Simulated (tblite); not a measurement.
C6H7Ge (doublet state).
Atom-mapped SMILES: `[CH2:1][C:2]#[C:3][GeH2:4][C:5]#[C:6][CH3:7]` (hydrogens: H8, H9 on C1; H10, H11 on Ge4; H12, H13, H14 on C7)
Bond orders are those of one Lewis drawing.

Computed with GFN2-xTB (tblite), gas phase: L-BFGS steps from a force-field or distance-geometry start until the largest atomic force falls under 0.01 eV/Å.

The end geometry, which sets the zero of energy:
```
atom  x, y, z in Å
C1      3.9589    0.4866    0.9443
C2      2.8144   -0.1354    0.6076
C3      1.7709   -0.7154    0.3008
Ge4     0.1815   -1.6100   -0.1721
C5     -1.2886   -0.4332    0.0079
C6     -2.2298    0.3111    0.1257
C7     -3.3644    1.1975    0.2621
H8      4.7674   -0.0582    1.3990
H9      4.0887    1.5392    0.7656
H10    -0.0030   -2.7971    0.7256
H11     0.2744   -2.0625   -1.6006
H12    -4.1670    0.6941    0.8011
H13    -3.7289    1.4905   -0.7224
H14    -3.0751    2.0922    0.8132
```

**Question.** These geometries come from the run, each turned onto the end geometry. Order them by energy, lowest first.
A.
```
atom  x, y, z in Å
C1      3.9365    0.5263    1.0976
C2      2.7547   -0.0888    0.8183
C3      1.7707   -0.6622    0.4377
Ge4     0.1976   -1.6266   -0.1869
C5     -1.3128   -0.4231    0.0337
C6     -2.2325    0.3046    0.1334
C7     -3.3873    1.2037    0.2568
H8      4.8188   -0.0606    1.2276
H9      4.1514    1.4357    0.5848
H10     0.0374   -2.8807    0.6417
H11     0.3210   -2.0585   -1.6392
H12    -4.2042    0.7147    0.7777
H13    -3.7588    1.5089   -0.7183
H14    -3.0932    2.1059    0.7929
```
B.
```
atom  x, y, z in Å
C1      3.9731    0.4826    0.9306
C2      2.8187   -0.1404    0.6336
C3      1.7635   -0.7207    0.3705
Ge4     0.1828   -1.5989   -0.1558
C5     -1.3000   -0.4389    0.0285
C6     -2.2495    0.2964    0.1354
C7     -3.3768    1.1934    0.2569
H8      4.7875   -0.0556    1.3805
H9      4.1097    1.5279    0.7202
H10    -0.0269   -2.8192    0.6901
H11     0.3159   -2.0056   -1.5967
H12    -4.1915    0.7067    0.7917
H13    -3.7286    1.4848   -0.7325
H14    -3.0786    2.0870    0.8045
```
C.
```
atom  x, y, z in Å
C1      3.9708    0.4713    0.9200
C2      2.7946   -0.1318    0.6707
C3      1.7139   -0.6871    0.4605
Ge4     0.1788   -1.5968   -0.1489
C5     -1.3144   -0.4512    0.0150
C6     -2.2452    0.3073    0.1261
C7     -3.3744    1.1976    0.2545
H8      4.7925   -0.0701    1.3494
H9      4.1077    1.5075    0.6776
H10     0.0111   -2.8424    0.6666
H11     0.3456   -1.9778   -1.5929
H12    -4.1797    0.6962    0.7910
H13    -3.7253    1.4869   -0.7352
H14    -3.0768    2.0897    0.8035
```
D.
```
atom  x, y, z in Å
C1      3.9575    0.5935    1.2547
C2      2.7191   -0.1001    0.7951
C3      1.7421   -0.6799    0.4211
Ge4     0.1836   -1.5983   -0.1919
C5     -1.2763   -0.4455    0.0346
C6     -2.2266    0.3070    0.1399
C7     -3.3845    1.2164    0.2600
H8      4.8547   -0.0691    1.1758
H9      4.1732    1.4198    0.5322
H10     0.0377   -2.9119    0.6559
H11     0.3211   -2.0766   -1.6650
H12    -4.2382    0.7007    0.7830
H13    -3.7773    1.5216   -0.7279
H14    -3.0868    2.1219    0.7903
```
E.
```
atom  x, y, z in Å
C1      3.9774    0.4703    0.9089
C2      2.7860   -0.1244    0.7094
C3      1.7174   -0.6862    0.4601
Ge4     0.1745   -1.5932   -0.1561
C5     -1.3104   -0.4499    0.0155
C6     -2.2423    0.3042    0.1237
C7     -3.3722    1.1963    0.2532
H8      4.7912   -0.0735    1.3447
H9      4.1068    1.5071    0.6712
H10     0.0203   -2.8410    0.6548
H11     0.3396   -1.9895   -1.5898
H12    -4.1807    0.6994    0.7933
H13    -3.7268    1.4884   -0.7372
H14    -3.0815    2.0915    0.8062
```

**Answer.** B (0.002 eV), C (0.012 eV), E (0.021 eV), A (0.371 eV), D (1.005 eV).

In the order of the answer:

```
step  E above end (eV)  largest force (eV/Å)  rms force component (eV/Å)  rms distance from end (Å)  rms bond change (Å)  bond most changed (Å)
  30             0.002                  0.07                       0.016                      0.038                0.001         Ge4–H11 +0.002
  12             0.012                  0.13                       0.043                      0.070                0.002           C6–C7 -0.003
  10             0.021                  0.32                       0.097                      0.074                0.004          Ge4–C5 -0.010
   3             0.371                  4.04                       1.161                      0.121                0.028          C3–Ge4 +0.064
   0             1.005                  5.72                       1.273                      0.156                0.054           C1–C2 +0.147
```

What follows is the cost of the whole relaxation. The run took 0.52 s of wall time on Arm Neoverse N1, one thread (shared host).
